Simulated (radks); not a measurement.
Results of a calculation; reference values are marked as such.
Task: Ionisation of neutral magnesium, [Ne] 3s2, to [Ne] 3s1 as the strength of local exchange is varied. Level of theory: Dirac Kohn-Sham, Slater X-alpha exchange (alpha = 2/3 is LDA exchange), no correlation, spin-unpolarised, spherical densities, finite nucleus; Fermi nuclear charge, rms radius 3.057 fm (a radial shooting solver on a logarithmic mesh with Libxc functionals).

alpha  E(Mg) (hartree)  exchange (hartree)  IE (eV)  -e of the level emptied (eV)  <r> of it (bohr)
0.667       -198.57665           -14.57180    7.112                 3.876 (3s1/2)             3.214
0.829       -202.14235           -18.38229    8.157                 4.817 (3s1/2)             3.051
0.835       -202.27543           -18.52544    8.197                 4.854 (3s1/2)             3.045
0.841       -202.40858           -18.66874    8.237                 4.890 (3s1/2)             3.040
1.03        -206.64007           -23.25663    9.545                 6.099 (3s1/2)             2.875
?           -203.56562           -19.91673    8.588                 5.212 (3s1/2)             2.992

Which alpha was used in the last row?

Result: alpha = 0.893. NIST Atomic Spectra Database: 7.646 eV (measured). The Delta-SCF value meets it near alpha = 0.75. Spin polarisation and multiplet splitting are left out, so open shells lie too high by an amount that depends on their filling.

Beside tabulated values, note that spin-unpolarised runs miss the spin-polarisation part of the exchange energy of open shells.
